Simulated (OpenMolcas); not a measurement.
## Al2+: from CASSCF to CASPT2

| Quantity | Value |
| --- | --- |
| Program | OpenMolcas |
| Basis | ANO-RCC-VDZP [4s3p1d] |
| Scalar Hamiltonian | DKH4, point nucleus |
| Active space | 1 electron in 8 orbitals (3s 3p 4s 4p) |
| State averaging | 2S+1 = 2 even, 1 root; 2S+1 = 2 odd, 3 roots |
| Spin-orbit coupling | state interaction with AMFI integrals over the reference wave functions, term energies averaged over their components |

Methods on the same reference wave functions:
A. CASSCF
B. SS-CASPT2, IPEA 0.25 Eh, imaginary shift 0.1 Eh (closed shells correlated: 2s 2p)

Energies in cm-1 above 3s 2S 1/2, the measured ground level; measured values from NIST levels in Kelleher and Podobedova, J. Phys. Chem. Ref. Data 37, 709 (2008).

```
     Level      A      B  Measured
 3s 2S 1/2    0.0    0.0       0.0
3p 2P* 1/2  56515  56608     53683
3p 2P* 3/2  56721  56815     53917
```

Deviations, from unrounded energies. A percentage is the sum of absolute deviations over the sum of measured energies, with the sign that they share, or ± where signs differ.

```csv
Against measurement,Levels,A,B
mean absolute deviation (cm-1),2,2800,2900
other configurations (%),2,+5.2,+5.4
```

A, B lie about equally close to measurement. The largest miss of A in the table is 3p 2P* 1/2, by +2800 cm-1. The ranking rests on the paired levels alone, and a cruder setting can come out closer through cancelling errors.

The lowest spin-free term lies below A's lowest term by 0.033 hartree in B.

With one active electron outside closed inactive shells, the extra shells (4p 4s) add no correlation to the reference. With one active electron the reference holds no correlation, so core polarisation is missing (holds for A). With one active electron, CASPT2 adds the correlation within the correlated inactive shells and between them and that electron, and leaves the splitting within a term as the reference gives it (holds for B). Measured partners are found by configuration, term and J. A level has none where our copy of the source lacks it or the pairing is in doubt (some pairs that miss far off the trend of their configuration count as doubtful), and it then counts in no deviation. Levels of configurations outside the active space are missing.

* marks odd parity.
